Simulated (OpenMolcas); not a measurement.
# neutral iron: CASPT2 settings compared

- Program: OpenMolcas 26.06
- Basis: ANO-R2 [6s5p4d2f1g]
- Scalar Hamiltonian: X2C, finite nucleus
- Active space: 8 electrons in 6 orbitals (3d 4s)
- State averaging: 2S+1 = 5 even, 15 roots (12 in the spin-orbit step); 2S+1 = 3 even, 46 roots kept (CI in the orbitals of an earlier block, 21 in the spin-orbit step); 2S+1 = 1 even, 22 roots
- Spin-orbit coupling: state interaction with AMFI integrals over the reference wave functions, term energies averaged over their components

Methods on the same reference wave functions:
A. CASSCF
B. SS-CASPT2, IPEA 0.5 Eh, imaginary shift 0.2 Eh (closed shells correlated: 3s 3p)
C. SS-CASPT2, IPEA 0.6 Eh, sigma2 regulariser 0.3 Eh (closed shells correlated: none)

Energies in cm⁻¹ above 3d⁶ 4s² ⁵D₄, the measured ground level; measured values from NIST Handbook of Basic Atomic Spectroscopic Data.

| Level | A | B | C | Measured |
| --- | --- | --- | --- | --- |
| 3d⁶ 4s² ⁵D₄ | 0.0 | 0.0 | 0.0 | 0.0 |
| 3d⁶ 4s² ⁵D₃ | 377 | 377 | 377 | 416 |
| 3d⁶ 4s² ⁵D₂ | 647 | 647 | 648 | 704 |
| 3d⁶ 4s² ⁵D₁ | 823 | 823 | 825 | 888 |
| 3d⁶ 4s² ⁵D₀ | 910 | 909 | 912 | 978 |
| 3d⁷ 4s ⁵F₅ | 7065 | 12290 | 14050 | 6928 |
| 3d⁷ 4s ⁵F₄ | 7529 | 12750 | 14510 | 7377 |
| 3d⁷ 4s ⁵F₃ | 7906 | 13130 | 14880 | 7728 |
| 3d⁷ 4s ⁵F₂ | 8191 | 13410 | 15170 | 7986 |
| 3d⁷ 4s ⁵F₁ | 8383 | 13610 | 15360 | 8155 |

Deviations, from unrounded energies. A percentage is the sum of absolute deviations over the sum of measured energies, with the sign that they share, or ± where signs differ.

| Against measurement | Levels | A | B | C |
| --- | --- | --- | --- | --- |
| mean absolute deviation (cm-1) | 9 | 130 | 3000 | 4000 |
| fine structure of the ground term (%) | 4 | -7.7 | -7.7 | -7.5 |
| other configurations (%) | 5 | +2.4 | +70.8 | +93.8 |

A lies closest to measurement on these levels and C furthest from it. The largest miss of A in the table is 3d⁷ 4s ⁵F₁, by +230 cm-1. The ranking rests on the paired levels alone, and a cruder setting can come out closer through cancelling errors.

Between B and C the level of the table that moves most is 3d⁷ 4s ⁵F₁, by 1800 cm-1 (lowest in B, highest in C). Moves below CASPT2's spread within the term are not significant.

The lowest spin-free term lies below A's lowest term by 0.677 hartree in B, 0.276 hartree in C.

CASPT2 does not keep the components of a term degenerate, so their means are used; among the terms shown or strongly mixed into the levels shown the widest spread is 150 cm-1 (3d⁷ 4s ⁵F, B). Over all roots computed the reference weight is 0.89 to 0.97 in C; the roots of lowest weight are the least certain, and an intruder state may touch them. Some high roots are left out of the spin-orbit mixing, which shifts the levels that they would mix with. A single d shell beside an s shell can misplace configurations of different d count against each other. Without dynamic correlation excited terms often stand tens of per cent too high (terms of higher spin than the ground term too low), and those without a measured partner can miss by more than the paired ones (holds for A). Measured partners are found by configuration, term and J. A level has none where our copy of the source lacks it or the pairing is in doubt (some pairs that miss far off the trend of their configuration count as doubtful), and it then counts in no deviation. Only configurations of the active space appear. Levels that lie high or do not pair safely by name in every column are left out.
